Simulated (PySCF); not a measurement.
A small calculation by hand: chemical shift, span and skew from a shielding tensor

Ge(H)2(Me)(vinyl) (C₃H₈Ge), SMILES [CH3][GeH2][CH]=C. Atoms are numbered in the order given.

```xyz
12

Ge     0.4238    -0.5012     0.0000
C     -1.4167    -1.1494     0.0000
C      0.4488     1.4420     0.0000
C     -0.6545     2.1954     0.0000
H      1.1749    -1.0225    -1.2452
H      1.1749    -1.0225     1.2452
H     -1.9504    -0.7944     0.8936
H     -1.4332    -2.2486     0.0000
H     -1.9504    -0.7944    -0.8936
H      1.4247     1.9443     0.0000
H     -1.6592     1.7575     0.0000
H     -0.6099     3.2906     0.0000
```

The structure is a stationary point at PBE0-D3(BJ)/def2-SVP. This is a generated structure with no PubChem entry under its InChIKey; it may be hypothetical. One conformer was computed; it need not be the lowest.

GIAO shieldings from PBE/pcSseg-1 run with PySCF, non-relativistic, no solvent. The symmetric part of the tensor of C3 has the principal values -75.0, 20.4, 164.2 ppm. The same nucleus in TMS has σ = 182.0 ppm at this level (PySCF, at its B3LYP-D3(BJ)/def2-TZVP geometry).

### Question
Work out the isotropic shielding, the ¹³C shift against TMS, the span and the skew.

### Answer

σ(iso) = (σ11 + σ22 + σ33)/3 = 36.5 ppm. δ = σ(ref) − σ(iso) = 182.0 − (36.5) = 145.5 ppm.
Span Ω = σ33 − σ11 = 239.2 ppm. Skew κ = 3(σ(iso) − σ22)/Ω = 0.20. Tumbling in solution averages the tensor to δ; in a static solid the shielding alone would spread this spin-1/2 line over Ω.
